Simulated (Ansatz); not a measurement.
The cluster Al₁₁, relaxed as a doublet with UKS PBE-D4/def2-SVP in Ansatz, starting from the GFN1-xTB geometry. Force threshold 0.03 eV/Å.

The structure comes from a short search, and lower isomers may exist.

Start:

```csv
atom,x (Å),y (Å),z (Å)
Al1,-1.901,1.402,1.835
Al2,0.954,-2.002,-1.891
Al3,1.966,1.327,0.303
Al4,-2.653,-0.204,-0.573
Al5,0.332,-2.029,2.179
Al6,-1.297,1.376,-2.227
Al7,-0.529,2.660,-0.033
Al8,0.552,0.618,2.607
Al9,2.207,-1.501,0.388
Al10,-1.168,-2.434,-0.335
Al11,1.538,0.786,-2.253
```

(1) Estimate the energy that the relaxation releases and the steps that it takes.

(2) Does the start keep its bonding and symmetry?

(3) Predict the relaxed structure.

Results:

(1) 3.61 eV, in 23 steps; 2.1 min on 6 threads of Intel Xeon on a shared host. No frequencies were taken in this run, so the end may be a saddle point.

(2) Bonds formed: Al1–Al3, Al2–Al4, Al2–Al6, Al3–Al4, Al3–Al5, Al4–Al8, Al8–Al10, Al9–Al11 (atoms count from 1).

(3) 
```xyz
11

Al   -1.4014    1.8503    1.8997
Al   -0.0836   -1.2325   -1.9142
Al    0.6641    0.5404    0.4209
Al   -1.8549    0.2015   -0.2702
Al    1.3533   -1.4839    2.1803
Al   -0.5267    1.2748   -2.3410
Al   -0.7014    2.8881   -0.3368
Al   -1.1965   -0.6841    2.2597
Al    2.2868   -1.5819   -0.2860
Al   -0.5524   -2.2677    0.3357
Al    2.0128    0.4951   -1.9482
```
Bond lengths (bridged metal pairs left out): 25 × Al–Al 2.52 to 2.90 Å.
